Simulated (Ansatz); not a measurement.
C3H11BSi, SMILES `CBCC[SiH3]`, relaxed with RKS PBE0-D4/def2-TZVP in Ansatz from a PBE-D4/def2-SVP geometry. The force threshold is 0.005 eV/Å; the program also tests the step.

The species carries charge 0 and has multiplicity 1.

Start:

```xyz
16

C    -0.437    2.249   -1.197
B    -0.987    1.263   -0.111
C    -0.061    0.351    0.769
C    -0.039   -0.962   -0.076
Si    1.002   -2.337    0.721
H    -1.045    2.290   -2.124
H     0.636    2.132   -1.450
H    -0.550    3.263   -0.738
H    -2.200    1.152    0.025
H    -0.467    0.133    1.778
H     0.976    0.735    0.882
H    -1.069   -1.358   -0.225
H     0.368   -0.777   -1.095
H     0.448   -2.678    2.079
H     2.424   -1.871    0.891
H     1.001   -3.582   -0.129
```

Task: By how much does the energy fall, and how many steps does the optimiser take? (Best estimate.)

Result: The calculation gave: 1.28 kcal/mol, in 6 steps.

Task: Which bonds change most? (An estimate is asked.)

Result: The calculation gave: C4–Si5 from 1.900 to 1.876 Å; B2–H9 from 1.225 to 1.204 Å; Si5–H15 from 1.506 to 1.488 Å; Si5–H14 from 1.506 to 1.488 Å.

Task: Give the relaxed structure. (Estimate.)

Result: The calculation gave: 
```xyz
16

C    -0.430    2.238   -1.177
B    -0.984    1.256   -0.101
C    -0.065    0.334    0.756
C    -0.046   -0.968   -0.091
Si    0.993   -2.307    0.713
H    -1.023    2.266   -2.095
H     0.626    2.103   -1.424
H    -0.530    3.244   -0.740
H    -2.176    1.154    0.035
H    -0.460    0.110    1.751
H     0.958    0.708    0.868
H    -1.062   -1.355   -0.232
H     0.352   -0.775   -1.093
H     0.447   -2.627    2.060
H     2.394   -1.829    0.875
H     1.006   -3.551   -0.105
```
